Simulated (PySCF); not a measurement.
A calculated (LC-wPBE, PySCF 2.14, ANO-RCC-VTZP, the spin-free X2C one-electron Hamiltonian (Gaussian nucleus)) atom or ion has these occupied shells.

```tsv
shell	electrons	orbital energy (eV)	rms radius, mean of both spins (bohr)
1s α	1	-1276.3	0.151
1s β	1	-1276.3	0.151
2s α	1	-96.578	0.764
2s β	1	-96.499	0.764
2p α	3	-62.974	0.775
2p β	3	-62.879	0.775
3p α	1	-10.853	3.67
```

Name the element and its charge.

Mg+ (magnesium, charge +1), in [Ne] 3p1, 2P determinant (an excited configuration).
